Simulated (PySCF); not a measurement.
## Steps of a relaxation of [Yb(P5)]2+

[Yb(P5)]2+ (singlet in the valence; each metal's 4f electrons, 13 of them, lie in its core potential, out of spins and levels). PySCF 2.14.0, RKS r2SCAN, Yb lcecp-1-SVP with ECP59, P def2-SVP; non-relativistic Hamiltonian with scalar-relativistic core potentials where named; density fitting; no spin-orbit coupling. Origin of the start: template. Columns: position (Å) and force (eV/Å). Energies are counted from the last step; some of the 6 steps are shown. Forces carry noise of the integration grid, about 0.01 to 0.03 eV/Å.

Run from Python with OMP_NUM_THREADS=2. Where DIIS fails, smearing, a level shift and second-order steps follow.
It took 45 s on 2 threads of Arm Neoverse V1, on a shared host, from the converged density of the start.

```xyz
6
step 0  E = 0.082 eV
Yb    0.0000    0.0000   -1.0331     0.00    0.00   -0.11
P     1.8000    0.0000    1.1604     0.89    0.00    0.02
P     0.5562    1.7119    1.1604     0.27    0.85    0.02
P    -1.4562    1.0580    1.1604    -0.71    0.52    0.02
P    -1.4562   -1.0580    1.1604    -0.71   -0.52    0.02
P     0.5563   -1.7119    1.1604     0.27   -0.85    0.02
```

```xyz
6
step 2  E = 0.000 eV
Yb    0.0000    0.0000   -1.0207     0.00    0.00   -0.08
P     1.8372    0.0000    1.1579     0.03    0.00    0.02
P     0.5677    1.7473    1.1579     0.01    0.04    0.01
P    -1.4863    1.0798    1.1579    -0.03    0.02    0.02
P    -1.4863   -1.0799    1.1579    -0.03   -0.02    0.02
P     0.5677   -1.7473    1.1579     0.01   -0.04    0.01
```

```xyz
6
step 3  E = 0.000 eV
Yb    0.0000    0.0000   -1.0219     0.00    0.00   -0.05
P     1.8385    0.0000    1.1581     0.00    0.00    0.01
P     0.5681    1.7486    1.1581     0.00    0.01    0.01
P    -1.4874    1.0807    1.1581     0.00    0.00    0.01
P    -1.4874   -1.0807    1.1581     0.00    0.00    0.01
P     0.5682   -1.7486    1.1581     0.00   -0.01    0.01
```

Question: Where does the relaxation end?

Answer: It converges at step 5 in C5v:
```xyz
6
step 5  E = 0
Yb    0.0000    0.0000   -1.0255
P     1.8387    0.0000    1.1588
P     0.5682    1.7487    1.1588
P    -1.4876    1.0808    1.1588
P    -1.4875   -1.0808    1.1588
P     0.5682   -1.7487    1.1588
```

Question: How did the contacts change?

Answer: 
```csv
contact,start (Å),end (Å)
Yb1–P5 (P5),2.837,2.855
Yb1–P3 (P5),2.837,2.855
```


No frequency check is given that shows the relaxed geometry to be a minimum. An lcecp potential fixes the number of 4f electrons, so in runs with it no electron can move into or out of that shell.
